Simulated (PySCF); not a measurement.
C₂H₇NSi₂, SMILES N#CC[SiH2][SiH3].

Geometry: B3LYP-D3(BJ)/def2-SVP. The structure was generated by enumeration, and PubChem lists no compound with its InChIKey, so it may never have been made. Other conformers were not sampled.

Two levels are set side by side: TDA-PBE/def2-SVPD (PySCF) and TDA-LC-ωPBE/def2-SVPD (PySCF). Vertical, same geometry. The lowest singlet is HOMO→LUMO 78 %, HOMO−1→LUMO 15 % with PBE and HOMO→LUMO 55 % with the other functional; states are paired by order. Differences are taken from unrounded values.

| quantity | TDA-LC-ωPBE | TDA-PBE | TDA-PBE minus TDA-LC-ωPBE |
|---|---|---|---|
| lowest singlet excitation (eV) | 7.49 | 6.54 | -0.95 |
| lowest triplet excitation (TDA) (eV) | 6.16 | 5.86 | -0.30 |

Functionals without exact exchange tend to place singlet excitations lower, as here. Differences between two approximate levels are no errors against the true value.

Rough cost on one machine, each run with all the roots and properties that it gave: TDA-LC-ωPBE against TDA-PBE about 4 times.
